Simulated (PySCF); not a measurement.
## Shapes and spin states of Hf(OH)2

Computed with PBE0 in PySCF with Hf def2-TZVP with ECP60, O def2-TZVP, H def2-TZVP; scalar-relativistic core potentials, no spin–orbit coupling; density-fitted integrals.

Relaxations began from a few typed shapes and spin states; open shells are unrestricted. The search is not exhaustive: other isomers or separated fragments can lie lower, and high-lying points may rest on an excited occupation.

(1) Order these stationary points by electronic energy, lowest first, in kJ/mol from the lowest minimum.
A. singlet (closed shell, unstable to spin polarisation) C2v: Hf–O 1.902 Å (×2), O–H 0.953 Å (×2); H–O–Hf 155.6° (×2), O–Hf–O 140.8°
B. broken-symmetry Ms = 0 (⟨S²⟩ 0.31) C2v: Hf–O 1.909 Å (×2), O–H 0.953 Å (×2); H–O–Hf 157.1° (×2), O–Hf–O 144.0°
C. singlet D∞h: Hf–O 1.916 Å (×2), O–H 0.952 Å (×2); H–O–Hf 180.0° (×2), O–Hf–O 180.0°
D. triplet C2v: Hf–O 1.938 Å (×2), O–H 0.952 Å (×2); H–O–Hf 164.7° (×2), O–Hf–O 152.4°

(2) Which of them are minima?

## Answers

(1) B (0.0), A (2.6), C (9.7), D (48.1).

(2) By energy in kJ/mol, 0.0: minimum; 2.6: minimum of the closed-shell surface only; 9.7: saddle point, 2 imaginary modes; 48.1: minimum.

For the lowest minimum: the determinant is spin-contaminated (⟨S²⟩ = 0.31, pure value 0.00). With an element this heavy the missing spin–orbit coupling can shift these numbers.
